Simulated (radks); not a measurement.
Task: The molybdenum ion Mo4+ is in [Kr] 4d2. Calculated with a radial shooting solver on a logarithmic mesh with Libxc functionals: scalar-relativistic Kohn-Sham, PBE, spin-polarised, spherical densities, finite nucleus; Fermi nuclear charge, rms radius of each element as measured or else 0.836 A^(1/3) + 0.57 fm. Open shells are filled with parallel spins first. One electron is removed from 4p, 4d, 3d, 4s in turn, with full relaxation. Which removal costs least, and what does each cost?

Result: 4d 54.148 eV; 4p 91.801 eV; 4s 119.08 eV; 3d 288.63 eV. The 4d electron leaves first.
